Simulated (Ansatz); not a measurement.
Program: Ansatz. Geometries: PBE0-D4/def2-TZVP. ΔE: electronic, gas phase. CCSD(T)/CBS adds triple-zeta CCSD(T) − MP2 to the extrapolated MP2 energy (def2 sets, frozen cores). DFT in def2-TZVPP. B3LYP here is the variant with VWN-RPA as its local correlation; programs differ in this. For Ge outer-core shells are correlated without core-valence functions, which leaves a few kJ/mol of doubt a bond. Scalar relativity is left out up to krypton. Each species was taken in one conformer, which may not be the lowest.

Consider the redistribution: `[GeH3][SiH2][GeH2][GeH3]` + `[SiH3][SiH2][SiH2][GeH3]` → `[SiH3][SiH2][SiH2][GeH2][SiH2][GeH3]` + `[GeH3][GeH3]`.

`[GeH3][SiH2][GeH2][GeH3]`:

Cartesian coordinates in Å:
```
Ge -0.691 -1.211 -1.952
Si 0.220 0.912 -1.384
Ge -0.178 1.363 0.918
Ge 0.670 -0.455 2.279
H -2.190 -1.253 -1.612
H -0.520 -1.515 -3.450
H 0.016 -2.314 -1.146
H -0.385 1.970 -2.240
H 1.689 0.896 -1.628
H -1.693 1.502 1.159
H 0.491 2.684 1.343
H -0.082 -1.753 1.940
H 0.488 -0.155 3.776
H 2.166 -0.671 1.997
```

`[SiH3][SiH2][SiH2][GeH3]`:

Z-matrix (Å, degrees):
```
Si
Si 1 2.338
H 1 1.488 2 109.9
H 1 1.488 2 111.3 3 120.6
H 1 1.488 2 109.5 3 -119.1
Si 2 2.337 1 109.6 3 58.5
H 2 1.490 1 110.1 3 -63.6
H 2 1.490 1 109.2 3 177.7
Ge 6 2.380 2 109.8 1 54.9
H 6 1.490 2 109.4 1 -64.6
H 6 1.490 2 110.8 1 176.1
H 9 1.538 6 110.1 2 -64.6
H 9 1.538 6 111.3 2 175.1
H 9 1.538 6 110.3 2 54.7
```

`[SiH3][SiH2][SiH2][GeH2][SiH2][GeH3]`:

Cartesian coordinates in Å:
```
Si -2.367 -0.216 -1.282
Si -2.284 0.435 0.964
Si -0.295 1.541 1.507
Ge 1.476 -0.010 1.872
Si 1.724 -1.471 0.011
Ge 1.905 -0.191 -1.987
H -2.184 0.971 -2.159
H -3.685 -0.837 -1.584
H -1.300 -1.204 -1.591
H -2.432 -0.764 1.837
H -3.442 1.337 1.226
H 0.082 2.460 0.397
H -0.492 2.360 2.737
H 1.182 -0.822 3.149
H 2.794 0.758 2.095
H 2.937 -2.320 0.172
H 0.537 -2.365 -0.065
H 0.784 0.862 -2.048
H 3.253 0.551 -2.009
H 1.809 -1.075 -3.241
```

`[GeH3][GeH3]`:

```xyz
8

Ge    0.362   -0.716    0.906
Ge   -0.363    0.715   -0.906
H    -0.711   -1.771    1.217
H     1.665   -1.439    0.527
H     0.615    0.116    2.174
H     0.719    1.759   -1.227
H    -1.656    1.452   -0.521
H    -0.631   -0.117   -2.170
```

```json
{"level": "PBE-D4", "ΔE (kJ/mol)": "-4.3", "difference from CCSD(T)/CBS": "-1.0"}
{"level": "PBE0-D4", "ΔE (kJ/mol)": "-4.3", "difference from CCSD(T)/CBS": "-1.0"}
{"level": "B3LYP-D4", "ΔE (kJ/mol)": "-5.1", "difference from CCSD(T)/CBS": "-1.8"}
{"level": "r2SCANh-D4", "ΔE (kJ/mol)": "-2.8", "difference from CCSD(T)/CBS": "0.5"}
{"level": "CAM-B3LYP-D4", "ΔE (kJ/mol)": "-4.2", "difference from CCSD(T)/CBS": "-0.9"}
{"level": "PBE", "ΔE (kJ/mol)": "1.9", "difference from CCSD(T)/CBS": "5.2"}
{"level": "r2SCANh", "ΔE (kJ/mol)": "-0.1", "difference from CCSD(T)/CBS": "3.2"}
{"level": "LC-ωPBE", "ΔE (kJ/mol)": "1.8", "difference from CCSD(T)/CBS": "5.1"}
{"level": "CCSD(T)/def2-TZVPP", "ΔE (kJ/mol)": "-2.9", "difference from CCSD(T)/CBS": "0.4"}
{"level": "HF/def2-QZVPP", "ΔE (kJ/mol)": "6.2", "difference from CCSD(T)/CBS": "9.5"}
{"level": "CCSD(T)/CBS", "ΔE (kJ/mol)": "-3.3", "difference from CCSD(T)/CBS": "0"}
```

Largest T1 diagnostic among the species: 0.013.

The D4 term adds −9.5 kJ/mol with B3LYP and −6.1 kJ/mol with PBE0; it sums over pairs of atoms, weighted by their polarisabilities, and B3LYP, whose exchange is more repulsive, gets the larger term. In def2-TZVPP, CCSD(T) changes the Hartree–Fock value by −9.2 kJ/mol (the triples alone add −1.5 kJ/mol) and MP2 by −9.6 kJ/mol.
